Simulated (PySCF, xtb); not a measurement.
C2H6BNO, SMILES B1(N)OCC1. The values are those of a single conformer.

Harmonic wavenumbers (cm⁻¹) from GFN2-xTB in xtb 6.7.1 at its own minimum, in rising order: 168, 294, 354, 453, 515, 613, 769, 790, 879, 902, 1026, 1038, 1126, 1131, 1163, 1169, 1272, 1423, 1456, 1481, 1528, 2934, 2953, 3020, 3026, 3510, 3559.

Q: What does PBE-D3(BJ)/def2-SVP run with PySCF give at its own minimum? (Estimate from the structure and the level; the computed values follow.)

A: 149, 314, 351, 373, 532, 608, 751, 778, 850, 903, 960, 967, 1070, 1133, 1154, 1161, 1317, 1362, 1412, 1455, 1564, 2959, 3017, 3019, 3081, 3532, 3645. Paired by order, the mean absolute difference is 33 cm⁻¹ and the zero-point energies are 55.1 and 54.9 kcal/mol.
